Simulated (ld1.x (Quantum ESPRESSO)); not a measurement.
**Ranking ultrasoft potentials for platinum**

All share these settings but for the change named:

```
Element                 : Pt (Z = 78)
Generator               : ld1.x (Quantum ESPRESSO) 7.5
Type                    : ultrasoft
Functional              : Wu–Cohen
Relativity              : scalar-relativistic
Frozen core             : [Xe] 4f14
Valence charge          : 10
Reference configuration : 5d9 6s1 6p0
Partial waves           : 6s (bound): rcut 2.35, rcutus 2.50 bohr; 6s channel at 1.5 Ry: rcut 2.35, rcutus 2.50 bohr; 6p (bound, empty): rcut 2.55, rcutus 3.50 bohr; 6p channel at 5 Ry: rcut 2.55, rcutus 3.50 bohr; 5d (bound): rcut 2.05, rcutus 2.25 bohr; 5d channel at 2.4 Ry: rcut 2.05, rcutus 2.25 bohr
Local potential         : all-electron potential smoothed inside 3.35 bohr (lloc = -1)
Core correction         : Bessel-smoothed model core inside 1.70 bohr
Augmentation charge     : PSQ, inside the norm-conserving radii
```

Cutoff: the first of the cutoffs (Ry, on a coarse ladder) from which the occupation-weighted sum of valence levels, in a spherical-Bessel basis at the reference potential, stays within 10 and 1 mRy of its value at 400 Ry; the density cutoff is not measured.

The base gives 21 Ry.

Of 11 variants that were run, those that failed, showed a ghost or another fault, or gave nearly equal values are left out.

A variant can come out equal or close to the base.

(1) Rank these variants from softest to hardest (loose cutoff).
A. local potential all-electron potential smoothed inside 2.20 bohr (lloc = -1)
B. waves 5d (bound): rcut 1.38, rcutus 1.46 bohr; 5d channel at 2.4 Ry: rcut 1.38, rcutus 1.46 bohr
C. all radii but the core radius scaled by about 1.17 (s 2.92, p 4.08, d 2.62 bohr, rcut 2.74/2.98/2.40); local potential all-electron potential smoothed inside 3.92 bohr (lloc = -1)

Results:

(1) C (15 Ry), A (21 Ry), B (50 Ry).
